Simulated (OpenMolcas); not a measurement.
## Zr2+: CASPT2 settings compared

```json
{"Program": "OpenMolcas 26.06", "Basis": "ANO-RCC-VQZP [8s7p5d3f2g1h]", "Scalar Hamiltonian": "DKH4, point nucleus", "Active space": "2 electrons in 5 orbitals (4d)", "State averaging": "2S+1 = 3 even, 10 roots; 2S+1 = 1 even, 15 roots", "Spin-orbit coupling": "state interaction with AMFI integrals over the reference wave functions, term energies averaged over their components"}
```

Methods on the same reference wave functions:
A. CASSCF
B. SS-CASPT2, IPEA 0.4 Eh, real shift 0.4 Eh (closed shells correlated: 4s 4p)
C. SS-CASPT2, IPEA 0.2 Eh, sigma1 regulariser 0.25 Eh (closed shells correlated: none)
D. XMS-CASPT2, IPEA 0.4 Eh, sigma1 regulariser 0.3 Eh (closed shells correlated: 4s 4p)

Energies in cm-1 above 4d2 3F2, the measured ground level; measured values from Moore, Atomic Energy Levels, vol. II, NSRDS-NBS 35 (1971 reprint of NBS Circular 467, 1952); NIST levels as listed in Rynkun, Gaigalas and Jonsson, Astron. Astrophys. 637, A10 (2020).

```
  Level      A      B      C      D  Measured
4d2 3F2    0.0    0.0    0.0    0.0       0.0
4d2 3F3    674    698    703    699       681
4d2 3F4   1500   1519   1526   1520      1486
4d2 1D2   9162   6090   5690   5950      5742
4d2 3P0  10240   8760   8820   8180      8062
4d2 3P1  10496   9040   9100   8450      8326
4d2 3P2  11121   9570   9620   9000      8838
4d2 1G4  13837  11110  11980  10800     11049
4d2 1S0  32968  24780  22320  23970     23979
```

Deviations, from unrounded energies. A percentage is the sum of absolute deviations over the sum of measured energies, with the sign that they share, or ± where signs differ.

| Against measurement | Levels | A | B | C | D |
| --- | --- | --- | --- | --- | --- |
| mean absolute deviation (cm-1) | 8 | 2700 | 420 | 630 | 110 |
| fine structure of the ground term (%) | 2 | ±0.9 | +2.3 | +2.8 | +2.4 |
| other terms of the ground configuration (%) | 6 | +33.1 | +5.1 | ±7.5 | ±1.3 |

D lies closest to measurement on these levels and A furthest from it. The largest miss of D in the table is 4d2 1G4, by -250 cm-1. The ranking rests on the paired levels alone, and a cruder setting can come out closer through cancelling errors.

Among B to D the level of the table that moves most is 4d2 1S0, by 2500 cm-1 (lowest in C, highest in B). Moves below CASPT2's spread within the term are not significant.

The mean deviations of B to D differ by less than CASPT2's widest spread within a term (1300 cm-1), so their order carries little weight.

From A to B the spin-free energies of the other terms of 4d2 shown, above 3F, scale by factors of 0.62 to 0.85.

The lowest spin-free term lies below A's lowest term by 0.278 hartree in B, 0.006 hartree in C, 0.285 hartree in D.

CASPT2 breaks the degeneracy within a term, and the mean is taken; among the terms shown or strongly mixed into the levels shown the widest spread is 1300 cm-1 (4d2 1G, D). Levels of configurations with an s electron are missing; early in the row they begin among the upper levels of the d shell and mix with terms of their name. Without dynamic correlation excited terms often stand tens of per cent too high (terms of higher spin than the ground term too low), and those without a measured partner can miss by more than the paired ones (holds for A). Some levels mix across a computed gap that differs much from the measured one, so their mixing is not that of the real levels (holds for A). Computed and measured levels are paired by configuration, term and J; levels that our copy of the source lacks, or whose pairing is in doubt (as where it misses far off the trend of its configuration), stay unpaired and out of the deviations. Only configurations of the active space appear.
